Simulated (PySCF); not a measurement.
C₃H₉AlO, SMILES [OH][AlH][CH](C)C.

Geometry: PBE0-D3(BJ)/def2-SVP. The structure was generated by enumeration; whether it is a known compound was not checked. One conformer was computed; it need not be the lowest.

These are TDA-M06-2X/def2-SVPD run with PySCF values and carry that method's errors.

Vertical excitations. The molecule is in vacuum.

```csv
state,energy (eV),λ (nm),f,main pairs
S1,5.24,236,0.001,HOMO→LUMO 94 %
S2,6.28,197,0.025,HOMO→LUMO+1 86 %
S3,6.97,178,0.014,HOMO→LUMO+2 87 %
S4,7.14,174,0.025,HOMO−1→LUMO 86 %
S5,7.55,164,0.240,HOMO→LUMO+3 81 %
S6,7.87,158,0.034,"HOMO−2→LUMO 58 %, HOMO−1→LUMO+1 11 %"
S7,7.94,156,0.059,"HOMO→LUMO+4 31 %, HOMO−1→LUMO+1 19 %, HOMO−4→LUMO 16 %, HOMO−2→LUMO 11 %"
S8,7.99,155,0.085,"HOMO→LUMO+4 47 %, HOMO−2→LUMO 18 %, HOMO−1→LUMO+1 11 %"
S9,8.01,155,0.046,"HOMO−4→LUMO+1 53 %, HOMO−4→LUMO+2 12 %"
S10,8.10,153,0.006,HOMO−3→LUMO 90 %
T1,4.87,255,0,HOMO→LUMO 94 %
T2,5.78,214,0,"HOMO→LUMO+1 65 %, HOMO→LUMO+3 22 %"
T3,6.42,193,0,HOMO−1→LUMO 85 %
T4,6.79,183,0,HOMO→LUMO+2 67 %
```
Triplets are in the Tamm–Dancoff approximation.
